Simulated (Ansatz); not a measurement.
System: sum formula BN$_{2}$H$_{4}$ (charge 0, doublet). It need not be the lowest isomer of its formula. 
Structure (B3LYP-D3(BJ)/def2-TZVP (Ansatz, an electronic-structure program) minimum search):
```
B
N 1 1.3997
H 2 1.0045 1 122.53
H 2 1.0064 3 114.24 1 179.90
N 1 1.4267 2 123.93 3 175.41
H 5 1.0179 1 118.49 2 112.79
H 1 1.2037 2 119.04 3 0.59
```
Charge 0, spin multiplicity 2.

Basis-set convergence of Hartree-Fock and MP2 correlation energies (hartree) with Ansatz. Cores are frozen in the correlated levels unless marked. UHF or UKS for open shells. No spin-orbit coupling. Non-relativistic.

```tsv
basis	functions	E(HF)	E(corr, MP2)
aug-cc-pVDZ	105	-135.95878	-0.40783
aug-cc-pVTZ	230	…	…
```

### Question
Complete the blanks.

### Answer

- aug-cc-pVTZ, E(HF): -135.99214
- aug-cc-pVTZ, E(corr, MP2): -0.49529
